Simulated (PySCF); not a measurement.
Identify the unknown among the candidates.

- NMR, other nuclei: isotropic shieldings of nuclei other than C and H, by class: 288 (1 F), 308 (2 F), 350 (1 F) ppm [GIAO PBE0/pcSseg-1]
- 1H NMR: chemical shifts (computed TMS as zero) by class: 7.01 (2 H) ppm [GIAO PBE0/pcSseg-1]
- Dipole: 1.40 D [PBE0/pcSseg-1]
- 13C NMR: chemical shifts (computed TMS as zero) by class: 166.5 (1 C), 162.2 (2 C), 147.0 (1 C), 107.5 (2 C) ppm [GIAO PBE0/pcSseg-1]
- Rotational structure: rotational constants A, B, C: 1.744, 1.246, 0.727 GHz [GFN2-xTB]

The electronic properties come from PySCF, for the isolated species, density fitting. Levels stand in brackets. Isolated species at its GFN2-xTB geometry, gas phase. Each NMR value is the plain mean over a class of atoms that symmetry, rotation or inversion makes alike.

Question: Which candidate is it?
A. `COC(=O)O[C@H](F)OC`
B. `C#CC#C[C@@H](F)C(F)(F)F`
C. `C#CC[C@](F)(C#CC)[SiH2]C`
D. `Fc1cc(F)c(F)c(F)c1`

Answer: D. It is `Fc1cc(F)c(F)c(F)c1`. Numbering: `[F:1][c:2]1[cH:3][c:4]([F:5])[c:6]([F:7])[c:8]([F:9])[cH:10]1`. Its formula, C6H2F4, gives 4 degrees of unsaturation: 1 ring and 3 π bonds in the structure found (Kekulé form). 6 carbons fall into 4 classes; from least to most shielded: aromatic C–F carbon [C2] (166.5 ppm), aromatic C–F carbon [C4/C8] (162.2 ppm, 2 C), aromatic C–F carbon [C6] (147.0 ppm), aromatic CH carbon [C3/C10] (107.5 ppm, 2 C). All hydrogens form one class (7.01 ppm): aromatic hydrogen. The other shieldings belong to: 288 ppm, aryl fluorine [F1]; 308 ppm, aryl fluorine [F5/F9]; 350 ppm, aryl fluorine [F7]. The optimised geometry has point group C2v and is an asymmetric top.

The others, at the same levels:
- `C#CC#C[C@@H](F)C(F)(F)F` fails: it has 6 carbon classes against 4; its computed 13C shifts are 131.0 (1 C), 86.0 (1 C), 83.7 (1 C), 80.1 (1 C), 72.3 (1 C), 68.6 (1 C) ppm, 1H shifts are 5.51 (1 H), 1.71 (1 H) ppm and rotational constant A is 2.721 GHz (against 1.744 GHz).
- `C#CC[C@](F)(C#CC)[SiH2]C` fails: it has 11 hydrogens where the 1H data count 2; its computed 13C shifts are 97.9 (1 C), 88.7 (1 C), 84.6 (1 C), 84.5 (1 C), 79.7 (1 C), 33.3 (1 C), 5.2 (1 C), -9.6 (1 C) ppm, 1H shifts are 4.67 (1 H), 4.23 (1 H), 3.14 (1 H), 2.90 (1 H), 2.17 (3 H), 1.48 (1 H), 0.41 (3 H) ppm and rotational constant A is 1.025 GHz (against 1.744 GHz).
- `COC(=O)O[C@H](F)OC` fails: it has 7 hydrogens where the 1H data count 2; its computed 13C shifts are 159.8 (1 C), 121.7 (1 C), 57.1 (1 C), 55.5 (1 C) ppm, 1H shifts are 6.61 (1 H), 4.25 (3 H), 3.78 (3 H) ppm and rotational constant A is 3.874 GHz (against 1.744 GHz).

Each candidate is one conformer, not necessarily the lowest. The conformers computed, where there is a choice (atom-mapped SMILES and torsion angles):
- `[CH:1]#[C:2][C:3]#[C:4][C@@H:5]([F:6])[C:7]([F:8])([F:9])[F:10]`: C4–C5–C7–F8 61°
- `[CH:1]#[C:2][CH2:3][C@:4]([F:5])([C:6]#[C:7][CH3:8])[SiH2:9][CH3:10]`: C2–C3–C4–F5 -179°, C3–C4–Si9–C10 -172°
- `[CH3:1][O:2][C:3](=[O:4])[O:5][C@H:6]([F:7])[O:8][CH3:9]`: C1–O2–C3–O4 -2°, O2–C3–O5–C6 -178°, C3–O5–C6–F7 -150°, O5–C6–O8–C9 -170°
